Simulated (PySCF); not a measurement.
Cd(I)(SiH3) (CdH₃ISi), SMILES [Cd]([SiH3])[I].

Geometry optimised at PBE0-D3(BJ)/def2-SVP. The def2 effective core potentials stand for the cores of Cd, I; spin–orbit coupling is left out.

Level of theory: CAM-B3LYP/def2-TZVPD in PySCF.

Gas-phase values at a fixed geometry.

The total energy is -756.81336 hartree, the point group is C3v and the highest occupied level comes out as -8.61 eV. The lowest empty level comes out as -0.47 eV and the orbital gap is 8.14 eV. The dipole moment comes out as 0.496 e·Å and the quadrupole, principal values (traceless, Buckingham form, about the centre of nuclear charge) is -5.51, 2.75, 2.75 D·Å. The mean static polarisability is 107.1 bohr³ (15.87 Å³) and the polarisability, principal values is 80.8, 80.8, 159.6 bohr³.
